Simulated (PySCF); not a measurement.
## Fractional electron number in B²⁺ (boron, charge +2)

The 2s alpha orbital of [He] 2s1 is emptied in steps (occupation f), with all orbitals relaxed, ending at 1s2. All numbers are calculated (PySCF 2.14, the non-relativistic Hamiltonian (point nucleus), in def2-SVP (3s2p1d, 14 functions)). The exact energy is a straight line in f; departures are measured from the line between the end points of the same method.

```json
{"f": "1", "UHF (eV)": "0.000", "LDA (eV)": "0.000", "PBE (eV)": "0.000", "PBE0 (eV)": "0.000", "LC-wPBE (eV)": "0.000", "BHandHLYP (eV)": "0.000", "BLYP (eV)": "0.000", "MN15 (eV)": "0.000"}
{"f": "0.8", "UHF (eV)": "0.000", "LDA (eV)": "-0.836", "PBE (eV)": "-0.858", "PBE0 (eV)": "-0.636", "LC-wPBE (eV)": "-0.165", "BHandHLYP (eV)": "-0.470", "BLYP (eV)": "-0.904", "MN15 (eV)": "-0.560"}
{"f": "0.6", "UHF (eV)": "0.000", "LDA (eV)": "-1.215", "PBE (eV)": "-1.260", "PBE0 (eV)": "-0.932", "LC-wPBE (eV)": "-0.232", "BHandHLYP (eV)": "-0.702", "BLYP (eV)": "-1.337", "MN15 (eV)": "-0.817"}
{"f": "0.4", "UHF (eV)": "0.000", "LDA (eV)": "-1.158", "PBE (eV)": "-1.224", "PBE0 (eV)": "-0.903", "LC-wPBE (eV)": "-0.215", "BHandHLYP (eV)": "-0.701", "BLYP (eV)": "-1.314", "MN15 (eV)": "-0.795"}
{"f": "0.2", "UHF (eV)": "0.000", "LDA (eV)": "-0.707", "PBE (eV)": "-0.779", "PBE0 (eV)": "-0.573", "LC-wPBE (eV)": "-0.132", "BHandHLYP (eV)": "-0.474", "BLYP (eV)": "-0.859", "MN15 (eV)": "-0.515"}
{"f": "0", "UHF (eV)": "0.000", "LDA (eV)": "0.000", "PBE (eV)": "0.000", "PBE0 (eV)": "0.000", "LC-wPBE (eV)": "0.000", "BHandHLYP (eV)": "0.000", "BLYP (eV)": "0.000", "MN15 (eV)": "0.000"}
```

| method | E(f=0) − E(f=1) (eV) | −ε at f=1 (eV) | −ε at f=0.4 (eV) |
| --- | --- | --- | --- |
| UHF | 37.309 | 37.310 | 37.309 |
| LDA | 37.424 | 32.083 | 38.746 |
| PBE | 37.830 | 32.381 | 39.063 |
| PBE0 | 37.759 | 33.714 | 38.680 |
| LC-wPBE | 37.918 | 36.830 | 38.183 |
| BHandHLYP | 37.867 | 34.913 | 38.443 |
| BLYP | 37.974 | 32.266 | 39.197 |
| MN15 | 37.245 | 33.668 | 38.013 |

Orbital energy along the path (eV):

```
  f      UHF      LDA      PBE     PBE0  LC-wPBE  BHandHLYP     BLYP     MN15
  1  -37.310  -32.083  -32.381  -33.714  -36.830    -34.913  -32.266  -33.668
0.8  -37.310  -34.398  -34.691  -35.439  -37.347    -36.117  -34.639  -35.216
0.6  -37.309  -36.642  -36.934  -37.106  -37.807    -37.297  -36.964  -36.676
0.4  -37.309  -38.746  -39.063  -38.680  -38.183    -38.443  -39.197  -38.013
0.2  -37.308  -40.533  -41.005  -40.104  -38.472    -39.554  -41.269  -39.297
  0  -37.308  -40.198  -40.894  -39.959  -38.513    -41.691  -43.653  -38.800
```

As f goes to zero the orbital energy of a semilocal functional can turn back, because the density of that orbital vanishes from the exchange-correlation potential.

Reference removal energy between the ground levels: 37.931 eV (measured; NIST Atomic Spectra Database, ionization energies). UHF lacks correlation.
